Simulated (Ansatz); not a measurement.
Basis-set extrapolation for CH$_{5}$F$_{2}$NSi$_{2}$, SMILES `N=C(F)[SiH](F)[SiH3]` (PBE0-D4/def2-TZVP geometry, frozen core, Ansatz 0.2.0). Multiplicity 1, RHF reference.

|  | def2-TZVPP | def2-QZVPP |
| --- | --- | --- |
| HF | -872.167945 | -872.199190 |
| MP2 correlation | -1.092709 | -1.184427 |
| CCSD(T) correlation | -1.177399 | not run |

Energies in hartree. Use E(X) = E(∞) + A·exp(−7.88·√X) for Hartree–Fock and E(X) = E(∞) + B·X^(−2.97) for correlation, with X = 3 and 4, and add CCSD(T) minus MP2 of the smaller set to the MP2 limit.

Question: What is the CCSD(T) energy at the basis-set limit?

Answer: HF limit: -872.199190 + (-0.031245) × 0.13774 = -872.20349. MP2 limit: -1.184427 + (-0.091718) × 0.74074 = -1.25237. Higher-order term: -1.177399 − (-1.092709) = -0.08469. Total: -873.54055 hartree, 5.31 eV below CCSD(T)/def2-TZVPP.
